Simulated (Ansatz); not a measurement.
Consider the formal exchange of groups at the Hf–Cl bond: `[OH][Hf]([Cl])([Cl])[Cl]` + `ClC(Cl)=CI` → `[OH][Hf]([Cl])([Cl])[I]` + `ClC=C(Cl)Cl`.

Computed with Ansatz on PBE0-D4/def2-TZVP structures; ΔE is electronic, products minus reactants. CCSD(T)/CBS is the MP2 limit (def2-TZVPP, def2-QZVPP) plus CCSD(T) − MP2 in def2-TZVPP, frozen cores. Functionals use def2-TZVPP. Elements past krypton have def2 core potentials. For Hf, I outer-core shells are correlated without core-valence functions, which leaves a few kJ/mol of doubt a bond. Each species was taken in one conformer, which may not be the lowest.

**Question.** Is it downhill or uphill in electronic energy at CCSD(T)/CBS, and by how much? (An estimate is asked.)

**Answer.** Computed: Uphill: ΔE = +30.7 kJ/mol.

**Question.** What do these levels give: PBE-QIDH, PBE0, CAM-B3LYP, HF/def2-SVP, SCS-MP2/def2-TZVPP, SCS-MP2/def2-QZVPP? (An estimate is asked.)

**Answer.** Ansatz gave: PBE-QIDH 22.9, PBE0 22.8, CAM-B3LYP 28.9, HF/def2-SVP 30.6, SCS-MP2/def2-TZVPP 29.4, SCS-MP2/def2-QZVPP 30.7 kJ/mol.

Largest T1 diagnostic among the species: 0.014.

Leaving LDA and LC-ωPBE aside and taking each functional with its dispersion term where it has one, the values, not all of them listed here, spread over 12.5 kJ/mol, from PBE-QIDH to B97M-V. LDA lies −5.3 kJ/mol from PBE without D4. From BLYP to BHLYP (50 % exact exchange), in def2-TZVPP and without D4, ΔE moves by −4.7 kJ/mol.
